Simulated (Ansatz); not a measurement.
Cu3S2, relaxed as a doublet with UKS r2SCAN-D4/def2-SVP in Ansatz, starting from the GFN1-xTB geometry. Force threshold 0.02 eV/Å.

The relaxation made no stability test and no search for a lower SCF solution. No other spin state of charge 0 was run. The structure comes from a short search, and lower isomers may exist.

Start:

```xyz
5

Cu   -0.172   -1.668   -0.111
Cu   -0.561    0.674   -0.174
Cu    1.350    1.937    0.390
S     1.495   -0.161    0.371
S    -2.112   -0.782   -0.476
```

Q: Estimate the energy that the relaxation releases and the steps that it takes.

A: 32.1 kcal/mol, in 16 steps; 1.8 min on 4 threads of Arm Neoverse V1 on a shared host. No frequencies were taken in this run, so the end may be a saddle point.

Q: Does the start keep its bonding?

A: Bonds formed: Cu3–S5 (atoms count from 1). Metal–metal contacts that move far: Cu1–Cu3 3.95 to 2.42 Å. The end is the same structure that another start reached, the lowest one found.

Q: Predict the relaxed structure.

A: 
Cartesian coordinates in Å:
```
Cu 0.040 -1.350 0.351
Cu -0.178 0.369 -1.334
Cu 0.138 0.981 0.983
S 1.758 -0.010 -0.237
S -1.758 0.010 0.238
```
Bond lengths (bridged metal pairs left out): 6 × Cu–S 2.26 Å.
